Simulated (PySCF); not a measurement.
C3H6BNO2, SMILES OB1CN=COC1.

Geometry: ωB97X-D3(BJ)/def2-SVP. The structure was generated by enumeration, and PubChem lists no compound with its InChIKey, so it may never have been made. Other conformers were not sampled.

Computed with ωB97X-D3(BJ)/def2-SVP (PySCF).

No scaling factor is applied to the harmonic values.

```tsv
mode	ν (cm⁻¹)	IR (km/mol)	moving atoms (share of kinetic energy)
1	45	0.1	O 34 %, H 32 %, N 18 %, C 16 %
2	49	2.7	C 39 %, H 39 %, O 21 %
3	330	14.0	O 40 %, C 27 %, H 21 %, B 10 %
4	344	1.4	H 49 %, B 39 %
5	469	9.0	O 34 %, N 29 %, C 28 %
6	485	0.6	O 51 %, C 23 %, B 15 %
7	490	41.7	H 36 %, C 25 %, N 20 %, O 13 %
8	545	44.1	H 77 %, C 11 %
9	689	51.3	H 71 %, C 22 %
10	710	7.1	C 58 %, H 17 %, O 15 %, N 9 %
11	892	9.5	O 38 %, N 32 %, H 19 %, C 11 %
12	924	11.7	H 33 %, C 31 %, B 30 %
13	959	72.3	H 56 %, C 21 %, B 13 %
14	988	17.4	C 83 %, H 12 %
15	990	0.0	H 65 %, C 30 %
16	1029	36.2	H 41 %, C 38 %, N 15 %
17	1177	181.5	H 41 %, C 22 %, O 19 %, B 17 %
18	1218	2.9	H 90 %
19	1258	3.7	H 92 %
20	1271	136.6	H 38 %, C 28 %, B 15 %, O 14 %
21	1302	141.5	O 30 %, H 25 %, B 20 %, C 20 %
22	1361	51.7	H 38 %, C 37 %, B 20 %
23	1409	1.7	H 92 %
24	1422	5.5	H 85 %
25	1459	7.0	H 90 %
26	1487	145.0	B 57 %, O 14 %, C 14 %, H 14 %
27	1817	260.1	C 53 %, N 43 %
28	3044	30.6	H 94 %
29	3055	23.2	H 94 %
30	3089	8.4	H 91 %, C 9 %
31	3092	13.8	H 91 %, C 9 %
32	3185	25.9	H 91 %, C 9 %
33	3893	67.0	H 94 %
```
